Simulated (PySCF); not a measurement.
**Electric field gradients and quadrupole coupling constants**

C₄H₁₂O₂SSi₂.
Structure used (GFN2-xTB), in Å, numbered top down from 1:
```xyz
21
C4H12O2SSi2 angstrom
C     -3.0373    0.4978    0.1277
C     -1.6989   -0.1082   -0.2634
C     -1.7479   -1.6301   -0.3216
O     -0.7392    0.3069    0.7368
C      0.5385    0.3278    0.4176
O      0.9706    0.0264   -0.6786
Si     1.6171    0.9020    1.8875
S      3.6064    0.7023    1.2276
Si     3.5551    0.1774   -0.9082
H     -3.7885    0.2415   -0.6140
H     -2.9602    1.5800    0.1925
H     -3.3469    0.1134    1.0962
H     -1.3587    0.2864   -1.2296
H     -2.0243   -2.0316    0.6510
H     -2.4809   -1.9446   -1.0591
H     -0.7759   -2.0274   -0.6042
H      1.2627    2.2885    2.1677
H      1.3391    0.0176    3.0104
H      3.1149   -1.1973   -1.0524
H      2.9435    1.2667   -1.6463
H      5.0020    0.2215   -1.1277
```

Field gradients from the PBE0/pcSseg-1 density (PySCF, non-relativistic), principal values in atomic units, ordered |Vxx| ≤ |Vyy| ≤ |Vzz|:

```json
{"atom": "O4", "Vxx": "-0.6032", "Vyy": "-0.9864", "Vzz": "1.5896"}
{"atom": "O6", "Vxx": "0.6310", "Vyy": "0.8207", "Vzz": "-1.4517"}
{"atom": "S8", "Vxx": "0.1243", "Vyy": "1.4942", "Vzz": "-1.6185"}
```

Problem. Find the asymmetry η = (Vxx − Vyy)/Vzz and the couplings χ = eQV/h (234.96 MHz × Q in barn × V in au), with Q(17O) = −0.0256 b, Q(33S) = −0.0678 b.

Solution. 
| atom | environment | nucleus | η | χzz (MHz) | χxx (MHz) | χyy (MHz) |
| --- | --- | --- | --- | --- | --- | --- |
| O4 | oxygen singly bound to a carbonyl carbon | 17O | 0.24 | -9.56 | 3.63 | 5.93 |
| O6 | carbonyl oxygen | 17O | 0.13 | 8.73 | -3.80 | -4.94 |
| S8 | sulfur bonded to 2 Si | 33S | 0.85 | 25.78 | -1.98 | -23.80 |

Problem. What is Vzz at O6 in SI units (1 au = 9.71736 × 10²¹ V/m²)?

Solution. -1.4517 au = -14.106 × 10²¹ V/m².

Problem. What couplings would deuterons (Q(2H) = 0.00286 b) have in place of the hydrogens, at this geometry?

Solution. 
```
atom  bonded to  bond length (Å)  Vzz (au)     η  χzz (kHz)
 H10         C1            1.086    0.3158  0.03        212
 H11         C1            1.087    0.3146  0.03        211
 H12         C1            1.087    0.3135  0.03        211
 H13         C2            1.098    0.2782  0.09        187
 H14         C3            1.088    0.3124  0.02        210
 H15         C3            1.086    0.3168  0.03        213
 H16         C3            1.087    0.3104  0.02        209
 H17        Si7            1.458    0.1640  0.01        110
 H18        Si7            1.456    0.1656  0.01        111
 H19        Si9            1.451    0.1719  0.05        116
 H20        Si9            1.451    0.1717  0.05        115
 H21        Si9            1.464    0.1596  0.03        107
```

Geometry: GFN2-xTB, one conformer, isolated molecule. GFN2-xTB bond lengths can be off by several hundredths of an ångström, more for odd bonds, and the gradients follow them. With a basis this small, the couplings can be 20 % off.
